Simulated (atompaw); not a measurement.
**xenon (Xe) PAW (atompaw): all-electron and pseudo phase curves**

| Property | Result |
| --- | --- |
| Element | Xe (Z = 54) |
| Generator | atompaw 4.2.0.5 |
| Type | PAW |
| Functional | PBE |
| Relativity | scalar-relativistic |
| Frozen core | [Kr] |
| Valence charge | 18 |
| Reference configuration | 4d10 5s2 5p6 |
| Partial waves | 5s (bound): rc 1.40 bohr; 5s channel at -1.05 Ry: rc 1.40 bohr; 5p (bound): rc 2.20 bohr; 5p channel at 0.85 Ry: rc 2.20 bohr; 4d (bound): rc 2.20 bohr; 4d channel at -3 Ry: rc 2.20 bohr |
| Local potential | bessel scheme, radius 1.60 bohr |
| Core correction | smooth core density matched at 2.00 bohr |
| Augmentation charge | besselshape compensation charge, radius 1.74 bohr; PAW radius 2.20 bohr; waves and projectors: custom polynom vanderbiltortho |

The phase is arctan(r·u′/u) with u = r·R(r), unwrapped; energies in Ry, scanned from -6 to 5 Ry. A pole is an energy at which the radial function vanishes at the test radius. The pseudo phase is shifted by a multiple of π to meet the all-electron one at the reference energy, and phase errors are pseudo minus all-electron; the curves can meet again beyond the range given. Levels narrower than the energy grid can be missing from the lists of poles.

For each channel, where are the poles, and over which energies does the pseudopotential scatter like the atom?

```tsv
channel	radius (bohr)	reference energy (Ry)	poles, all-electron	poles, pseudo	unbroken range about the reference energy with phases within 0.05 rad	phase error 1 Ry above the reference energy (rad)
s	2.22	-1.45	0.20	0.20	the whole range	+0.000
p	2.22	-0.61	1.88	1.88	the whole range	-0.000
d	2.22	-4.36	-4.31, 4.75	-4.31	below 0.1	+0.000
```

Note: ghost state, extra bound levels that the all-electron valence spectrum of the same l lacks: s at -159.0 eV. A true bound ghost makes a file unfit for plane-wave use.

Phases in the d channel:

```json
{"E (Ry)": "-6.00", "all-electron": "1.374", "pseudo": "1.375"}
{"E (Ry)": "-5.52", "all-electron": "1.360", "pseudo": "1.361"}
{"E (Ry)": "-5.04", "all-electron": "1.337", "pseudo": "1.337"}
{"E (Ry)": "-4.56", "all-electron": "1.220", "pseudo": "1.220"}
{"E (Ry)": "-4.08", "all-electron": "-1.729", "pseudo": "-1.729"}
{"E (Ry)": "-3.60", "all-electron": "-1.781", "pseudo": "-1.781"}
{"E (Ry)": "-3.12", "all-electron": "-1.807", "pseudo": "-1.807"}
{"E (Ry)": "-2.64", "all-electron": "-1.832", "pseudo": "-1.832"}
{"E (Ry)": "-2.16", "all-electron": "-1.861", "pseudo": "-1.861"}
{"E (Ry)": "-1.68", "all-electron": "-1.896", "pseudo": "-1.895"}
{"E (Ry)": "-1.20", "all-electron": "-1.944", "pseudo": "-1.940"}
{"E (Ry)": "-0.72", "all-electron": "-2.012", "pseudo": "-2.002"}
{"E (Ry)": "-0.24", "all-electron": "-2.120", "pseudo": "-2.095"}
{"E (Ry)": "0.24", "all-electron": "-2.312", "pseudo": "-2.244"}
{"E (Ry)": "0.72", "all-electron": "-2.701", "pseudo": "-2.508"}
{"E (Ry)": "1.20", "all-electron": "-3.399", "pseudo": "-2.983"}
{"E (Ry)": "1.68", "all-electron": "-4.002", "pseudo": "-3.591"}
{"E (Ry)": "2.16", "all-electron": "-4.305", "pseudo": "-4.022"}
{"E (Ry)": "2.64", "all-electron": "-4.461", "pseudo": "-4.258"}
{"E (Ry)": "3.12", "all-electron": "-4.554", "pseudo": "-4.394"}
{"E (Ry)": "3.60", "all-electron": "-4.617", "pseudo": "-4.479"}
{"E (Ry)": "4.08", "all-electron": "-4.663", "pseudo": "-4.537"}
{"E (Ry)": "4.56", "all-electron": "-4.700", "pseudo": "-4.580"}
```
